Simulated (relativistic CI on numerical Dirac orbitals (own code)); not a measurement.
Slater and spin-orbit integrals, Pm15+

Method of calculation: Dirac-Coulomb-Breit CI, separate exchange-only KLI orbitals for each configuration, QED by a radiative potential, unscaled Slater integrals (own radial code, finite nucleus).

Slater integrals F^k, G^k are unscaled and averaged over j, outside the closed core [Ar] 3d10; ζ comes from projecting the Hamiltonian with its Breit term on Σ l·s of the shell.

- 4s2 4p6 4d9 4f: ζ(4d) = 15486, F^2(4d,4f) = 149880, F^4(4d,4f) = 97776, G^1(4d,4f) = 172950, G^3(4d,4f) = 112450, G^5(4d,4f) = 80658, ζ(4f) = 1587.5 cm⁻¹; <r>(4d) = 0.6429, <r^2>(4d) = 0.4738, <r>(4f) = 0.6847, <r^2>(4f) = 0.546 (bohr units).
- 4s2 4p6 4d9 5s: ζ(4d) = 15774, G^2(4d,5s) = 24420 cm⁻¹; <r>(4d) = 0.6381, <r^2>(4d) = 0.4669, <r>(5s) = 1.14, <r^2>(5s) = 1.446 (bohr units).
- 4s2 4p5 4d10 4f: ζ(4p) = 141030, F^2(4p,4f) = 155850, G^2(4p,4f) = 136650, G^4(4p,4f) = 95948, ζ(4f) = 1596.2 cm⁻¹; <r>(4p) = 0.6064, <r^2>(4p) = 0.4164, <r>(4f) = 0.684, <r^2>(4f) = 0.545 (bohr units).

Averages of the first 9 configurations, taken without configuration mixing, which lowers the lowest level and can move excited configurations by several eV; other configurations of the list can lie among them:

```json
{"Configuration": "4s2 4p6 4d10", "Parity": "even", "States": "1", "Average energy above the lowest level (eV)": "0.0"}
{"Configuration": "4s2 4p6 4d9 4f", "Parity": "odd", "States": "140", "Average energy above the lowest level (eV)": "131.9"}
{"Configuration": "4s2 4p6 4d9 5s", "Parity": "even", "States": "20", "Average energy above the lowest level (eV)": "140.2"}
{"Configuration": "4s2 4p5 4d10 4f", "Parity": "even", "States": "84", "Average energy above the lowest level (eV)": "262.9"}
{"Configuration": "4s2 4p6 4d9 5p", "Parity": "odd", "States": "60", "Average energy above the lowest level (eV)": "170.2"}
{"Configuration": "4s 4p6 4d10 4f", "Parity": "odd", "States": "28", "Average energy above the lowest level (eV)": "351.1"}
{"Configuration": "4s2 4p6 4d9 5d", "Parity": "even", "States": "100", "Average energy above the lowest level (eV)": "213.9"}
{"Configuration": "4s2 4p5 4d10 5s", "Parity": "odd", "States": "12", "Average energy above the lowest level (eV)": "272.2"}
{"Configuration": "4s2 4p6 4d9 5f", "Parity": "odd", "States": "140", "Average energy above the lowest level (eV)": "260.6"}
```
